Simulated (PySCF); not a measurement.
**Polarisability and C₆ of Rb (rubidium, neutral)**

[Kr] 5s1, 2S determinant. All numbers are calculated (PySCF 2.14, scalar relativity by spin-free X2C-1e, in aug-cc-pwCVTZ-X2C (10s9p7d3f, 93 functions)). Coupled (time-dependent) response in atomic units; α is the mean over directions.

| method | mean α (bohr³) | C₆ (like pair) | S(−4) |
| --- | --- | --- | --- |
| UHF | 481.8 | 8512 | 213800 |
| PBE | 362.5 | 5622 | 121200 |
| PBE0 | 395.7 | 6388 | 144100 |
| B3LYP | 304.0 | 4374 | 84360 |

S(−4) is the Cauchy moment in α(ω) = α(0) + S(−4) ω² + …

Reference α: 319.8 ± 0.3 bohr³ (recommended; Schwerdtfeger and Nagle, table of static dipole polarizabilities (2023 update)). Published C₆: 4769 (Chu and Dalgarno (2004); Tang, Norbeck and Certain (1976)).

Hartree-Fock lies above the reference because it lacks correlation, which contracts the outer shell.

α(iu) at PBE:

```csv
u (hartree),α(iu) (bohr³)
0,362.5
0.0500,199.6
0.100,89.38
0.200,33.19
0.300,19.58
0.500,11.03
0.750,7.063
1.00,4.977
1.50,2.828
2.00,1.802
3.00,0.9031
5.00,0.3575
```

A single London oscillator, α(iu) = α/(1 + u²/ω²), gives C₆ = (3/4) ω α². Matching the computed C₆ needs ω = 4 × 5622 / (3 × 362.5²) = 0.0570 hartree.
